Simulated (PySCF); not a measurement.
**Worked example: oscillator strength and radiative lifetime**

1-fluoro-1-methylcyclobutane (C5H9F), SMILES CC1(F)CCC1.

Geometry: PBE0-D3(BJ)/def2-SVP.

TDA-ωB97X/def2-SVPD run with PySCF puts the first singlet state with f over 0.02 at 9.10 eV (vertical), with the transition dipole (0.000, 0.000, 0.651) in atomic units.

**Question.** Find the oscillator strength, the wavelength and the radiative lifetime that this transition would have in vacuum if emission retraced absorption.

**Answer.** 
|μ|² = 0.4238 au, so |μ| = 1.65 D. ΔE = 9.10/27.211 = 0.3344 hartree. f = (2/3) ΔE |μ|² = 0.094 (the program prints 0.094).
λ = 1239.84/9.10 = 136 nm; ν = 73396 cm⁻¹.
Einstein's coefficient A = 0.6670 ν² f s⁻¹ (ν in cm⁻¹) = 3.4e8 s⁻¹, so τ = 1/A = 2.9 ns. This state is S1. The figure is the radiative limit of this one transition; relaxation, internal conversion, crossing to triplets and a medium change what is measured.
